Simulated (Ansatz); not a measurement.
The same molecule with X = F, Cl, I. Ansatz, PBE0-D4/def2-TZVP geometries, multiplicity 2.

Elements past krypton have def2 core potentials.

```json
{"X": "F", "molecule": "`C[SiH]F`•", "mean X–Si bond length / Å": "1.609", "zero-point energy (PBE0-D4/def2-TZVP) / kJ/mol": "122.9", "size of the dipole moment (PBE/def2-TZVPP) / D": "1.68", "ideal-gas entropy at 298 K and 1 bar (rigid rotor, harmonic PBE0-D4/def2-TZVP) / J/(mol·K)": "290"}
{"X": "Cl", "molecule": "`C[SiH]Cl`•", "mean X–Si bond length / Å": "2.064", "zero-point energy (PBE0-D4/def2-TZVP) / kJ/mol": "120.5", "size of the dipole moment (PBE/def2-TZVPP) / D": "1.76", "ideal-gas entropy at 298 K and 1 bar (rigid rotor, harmonic PBE0-D4/def2-TZVP) / J/(mol·K)": "302"}
```

Give the row for X = I, `C[SiH]I`•. (An estimate is asked.)

Computed: 
```
X    molecule  mean X–Si bond length / Å  zero-point energy (PBE0-D4/def2-TZVP) / kJ/mol  size of the dipole moment (PBE/def2-TZVPP) / D  ideal-gas entropy at 298 K and 1 bar (rigid rotor, harmonic PBE0-D4/def2-TZVP) / J/(mol·K)
I  `C[SiH]I`•                      2.445                                           118.7                                            1.72                                                                                         322
```

From F to I the mean X–Si bond length rises at each step, by 0.836 Å in all; the zero-point energy (PBE0-D4/def2-TZVP) falls at each step, by 4.2 kJ/mol in all; the ideal-gas entropy at 298 K and 1 bar (rigid rotor, harmonic PBE0-D4/def2-TZVP) rises at each step, by 32 J/(mol·K) in all. Bonds lengthen as the atom grows down the group. Dipoles are sizes alone, and their direction can turn along the series.
